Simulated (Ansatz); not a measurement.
Reaction (ligand exchange at the Si–O bond): `[SiH3][O][SnH3]` + `CNB[SiH3]` → `CN([SiH3])B[SiH3]` + `[OH][SnH3]`

Gas-phase electronic energies from Ansatz, PBE0-D4/def2-TZVP geometries. CCSD(T)/CBS is the MP2 limit (def2-TZVPP, def2-QZVPP) plus CCSD(T) − MP2 in def2-TZVPP, frozen cores. Elements past krypton have def2 core potentials. For Sn outer-core shells are correlated without core-valence functions, which leaves a few kJ/mol of doubt a bond. Each species was taken in one conformer, which may not be the lowest.

```csv
species,CCSD(T)/CBS(def2) energy (Eh)
`[SiH3][O][SnH3]`,-581.91447
`CNB[SiH3]`,-411.45901
`CN([SiH3])B[SiH3]`,-701.75000
`[OH][SnH3]`,-291.59405
```

Task: Work out ΔE.

Result: ΔE = (-701.75000) + (-291.59405) − (-581.91447) − (-411.45901) = 0.02943 Eh = +18.5 kcal/mol.

Largest T1 diagnostic among the species: 0.014.

From PBE to PBE0 (25 % exact exchange), in def2-TZVPP and without D4, ΔE moves by +0.8 kcal/mol. In def2-TZVPP, CCSD(T) changes the Hartree–Fock value by −5.7 kcal/mol (the triples alone add −0.9 kcal/mol) and MP2 by −6.0 kcal/mol.
